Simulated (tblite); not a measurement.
C8H6.
SMILES: `C12C=CC=C1C=CC=2`

Structure optimised with GFN2-xTB, isolated species.

Take the most abundant isotopes and a rigid rotor. 

(1) What are A, B and C (MHz)?

(2) What kind of rotor is it?

(3) Is it planar, by Δ = Ic − Ia − Ib?

(4) Give the coordinates in the principal-axis frame, origin at the centre of mass.

(5) Where do the levels up to J = 4 lie, in K?

(6) Estimate the classical rotational partition function at 10 K, 25 K and 500 K.

## Answers

(1) Ia = 95.37, Ib = 229.54, Ic = 324.91 u·Å²; 505379 MHz·u·Å²/I gives A = 5299, B = 2202, C = 1555 MHz.

(2) An asymmetric top; Ray's κ = -0.655.

(3) Planar: Δ = Ic − Ia − Ib = 0.00 u·Å². For a rigid frame Δ = −2 Σ m c², so it vanishes when all atoms lie in the ab plane; here none is more than 0.01 Å from it.

(4) The sense of each axis is arbitrary; atoms in the order of the calculation.
| atom | mass (u) | a (Å) | b (Å) | c (Å) |
| --- | --- | --- | --- | --- |
| C1 | 12.000 | 2.148 | -0.050 | 0.000 |
| C2 | 12.000 | 1.442 | 1.096 | 0.001 |
| C3 | 12.000 | 0.029 | 0.728 | 0.000 |
| C4 | 12.000 | -1.232 | 1.205 | -0.001 |
| C5 | 12.000 | -2.148 | 0.050 | 0.000 |
| C6 | 12.000 | -1.442 | -1.096 | 0.001 |
| C7 | 12.000 | -0.029 | -0.728 | 0.000 |
| C8 | 12.000 | 1.232 | -1.205 | -0.001 |
| H9 | 1.008 | 3.218 | -0.150 | 0.001 |
| H10 | 1.008 | 1.824 | 2.100 | 0.001 |
| H11 | 1.008 | -1.565 | 2.228 | -0.002 |
| H12 | 1.008 | -3.218 | 0.150 | 0.001 |
| H13 | 1.008 | -1.823 | -2.100 | 0.001 |
| H14 | 1.008 | 1.565 | -2.228 | -0.002 |

(5) Above 0(0,0), as E/k:
J = 1: 1(0,1) 0.180, 1(1,1) 0.329, 1(1,0) 0.360
J = 2: 2(0,2) 0.537, 2(1,2) 0.659, 2(1,1) 0.752, 2(2,1) 1.198, 2(2,0) 1.202
J = 3: 3(0,3) 1.061, 3(1,3) 1.150, 3(1,2) 1.336, 3(2,2) 1.739, 3(2,1) 1.760, 3(3,1) 2.562, 3(3,0) 2.562
J = 4: 4(0,4) 1.743, 4(1,4) 1.802, 4(1,3) 2.109, 4(2,3) 2.456, 4(2,2) 2.517, 4(3,2) 3.291, 4(3,1) 3.294, 4(4,1) 4.433, 4(4,0) 4.433
The levels of one J sum to (2J + 1)J(J + 1)(A + B + C)/3.

(6) Point group C2h, symmetry number σ = 2; q = (√π/σ)·√((kT/h)³/(ABC)), k/h = 20836.6 MHz/K: 626 at 10 K, 2470 at 25 K, 221000 at 500 K.

Its GFN2-xTB frequencies are all real (lowest 136 cm⁻¹). Zero-point vibration and centrifugal distortion are left out.

These are computed values.
